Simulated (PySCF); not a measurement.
F2Ga, charge +1.

```xyz
3

Ga     0.0000     0.0000     0.0000
F      0.0000     0.0000     1.6610
F      0.0000     0.0000    -1.6610
```
Charge +1, spin multiplicity 1.

Geometry: PBE0-D3(BJ)/def2-TZVP. The multiplicity is an assumed one; other spin states were not compared. The isomer is the one that the SMILES or the coordinates give; other isomers of the formula were not compared.

Calculation: HF/pcSseg-2 run with PySCF. Non-relativistic, no solvent.

Computed absolute GIAO shielding of each atom: isotropic value and principal components (ppm):
| atom | σ(iso) | σ11 | σ22 | σ33 | span |
|---|---|---|---|---|---|
| Ga1 | 1965.5 | 1629.8 | 1629.8 | 2637.0 | 1007.2 |
| F2 | 415.0 | 377.6 | 377.6 | 489.9 | 112.3 |
| F3 | 415.0 | 377.6 | 377.6 | 489.9 | 112.3 |
